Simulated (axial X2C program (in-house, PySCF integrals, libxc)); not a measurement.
## ORuO: properties at the nuclei

Calculated with an axial X2C code built on PySCF integrals: two-component X2C with atomic mean-field Coulomb and Gaunt terms, Gaussian nuclei, basis O dyall-av3z, Ru dyall-v3z with contracted cores.

O–Ru–O held linear, with bonds 1.671 and 1.671 Å (near the PBE0 minimum at charge 0 of the determinant lowest at the starting distance; the state shown can have its own minimum elsewhere, held linear; other orders of the atoms were not compared).

Input and command:
```json
{"zs": [8, 44, 8], "q": 0, "bas": ["dyall-av3z", "dyall-v3z", "dyall-av3z"], "r0": [1.71, 1.71], "symm": 1, "scan": ["PBE0", "HF", "PBE"], "levels": ["PBE0", "HF", "PBE"], "nst": 2}
```
```bash
python solin.py task.json out
```

Keys: zs atomic numbers; q charge; bas basis sets; r0 starting distance in Å; symm equal bonds; scan levels of the two-bond scan; levels methods; nst determinants followed.

Determinant lowest in the PBE0 search, Ω = 0 (closed shell), highest spinor 97% Ru d:

| level | qzz O (a.u.) | qzz Ru (a.u.) |
| --- | --- | --- |
| PBE0 | -1.09 | -0.82 |
| HF | -1.26 | 0.53 |
| PBE | -1.02 | -1.33 |

Determinant 0.70 eV from it at PBE0 and this distance, Ω = 3 (⟨Sz⟩ = 1.00, ⟨Lz⟩ = 2.00 at PBE0), spin on the atoms O -0.03, Ru 1.05, O -0.03:

```csv
level,A∥/gI O (MHz),qzz O (a.u.),A∥/gI Ru (MHz),qzz Ru (a.u.)
PBE0,8.24,-1.44,1350,-5.12
HF,-2.35,-1.69,1210,-4.66
PBE,10.7,-1.36,1370,-5.25
```

A∥ (defined per Ω) follows by multiplying with gI = μI/(I μN); qzz is the electric field gradient, eQq0 = 234.96 MHz × Q/barn × qzz. The operators were transformed with the bare-nucleus X2C matrices; with these basis sets, hyperfine constants and field gradients can be off by tens of per cent, and where levels differ in sign neither size nor sign is settled.

**Question.** With Q(17O) = -0.02558 barn (Q from Pyykkö, Mol. Phys. 2018), turn the PBE0 values of the first state into constants in MHz.

**Answer.** eQq0(17O) = 234.96 × (-0.02558) × (-1.09) = 6.55 MHz.

The molecule was held linear; bending was not examined, so a bent shape may lie lower.

Each state is one determinant with collinear spin, which with several unpaired electrons need not be a pure state. Unrestricted Hartree–Fock can overshoot spin polarisation at the nuclei. With several open shells hyperfine constants can be off by a factor of several. Open-shell Ω = 0 determinants with evenly filled partner blocks cannot be reached by this program, so the Ω shown need not be the lowest component. At HF a later determinant lies lower. The search compared states at one distance, so a state with another bond length can lie lower. Where a field gradient or hyperfine factor spreads by more than a factor of two over the levels, a constant derived from it is not to be relied on. PBE0 term energies can be off by some tenths of an eV.
